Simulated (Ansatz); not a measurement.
C₂H₆AlN, SMILES `C=[CH][AlH][NH2]`, relaxed with RKS PBE0-D4/def2-TZVP in Ansatz from a PBE-D4/def2-SVP geometry. The force threshold is 0.005 eV/Å; the program also tests the step.

The species carries charge 0 and has multiplicity 1.

Start:

```xyz
10

C    -1.313   -1.054    0.685
C    -0.303   -1.245   -0.195
Al    1.055    0.114   -0.575
N     0.695    1.808   -0.136
H    -2.066   -1.830    0.916
H    -1.441   -0.103    1.235
H    -0.264   -2.238   -0.685
H     2.479   -0.192   -1.238
H     1.350    2.585   -0.242
H    -0.192    2.156    0.236
```

How much energy does the relaxation release, and in how many steps? (Estimate.)

Ansatz gave: 4.48 kJ/mol, in 23 steps, 1 of them rejected.

Which bonds change most? (An estimate is asked.)

Ansatz gave: C1–C2 from 1.353 to 1.335 Å; Al3–N4 from 1.787 to 1.769 Å; C1–H6 from 1.106 to 1.088 Å; C1–H5 from 1.107 to 1.089 Å.

Give the relaxed structure. (Estimate.)

Ansatz gave: 
```xyz
10

C    -1.346   -1.028    0.610
C    -0.253   -1.262   -0.119
Al    1.024    0.124   -0.594
N     0.722    1.787   -0.070
H    -2.058   -1.808    0.875
H    -1.591   -0.037    0.986
H    -0.105   -2.293   -0.443
H     2.340   -0.149   -1.434
H     1.337    2.557   -0.273
H    -0.069    2.109    0.462
```
